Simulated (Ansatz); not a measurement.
Z-matrix (Å, degrees):
```
C
Se 1 1.959
H 1 1.088 2 110.2
H 1 1.088 2 110.1 3 -122.3
H 1 1.089 2 106.4 3 118.9
Ge 2 2.339 1 96.2 3 67.2
O 6 1.783 2 110.2 1 62.0
H 6 1.539 2 106.8 1 -177.0
H 6 1.534 2 112.1 1 -52.0
H 7 0.961 6 111.7 2 53.9
```

Total charge 0; spin multiplicity 1.

Question: List the B3LYP/def2-TZVPP orbital energies in eV (Ansatz 0.2.0). (Estimate.)

Answer: Ansatz gave: Occupied: -12350.84, -10850.87, -1580.18, -1418.35, -1418.32, -1418.26, -1355.19, -1206.10, -1206.09, -1206.08, -520.44, -277.62, -212.47, -169.78, -156.55, -156.46, -156.27, -120.06, -120.02, -119.98, -57.33, -57.31, -57.16, -57.09, -57.06, -33.72, -33.60, -33.57, -33.52, -33.51, -26.81, -20.65, -17.46, -15.18, -12.63, -11.88, -11.82, -10.26, -9.87, -9.65, -8.67, -7.84, -6.47. Lowest empty: -0.41, 0.09, 0.25, 0.85, 1.66, 1.95, 2.31, 3.01.

B3LYP here is the variant with VWN-RPA as its local correlation; programs differ in this.
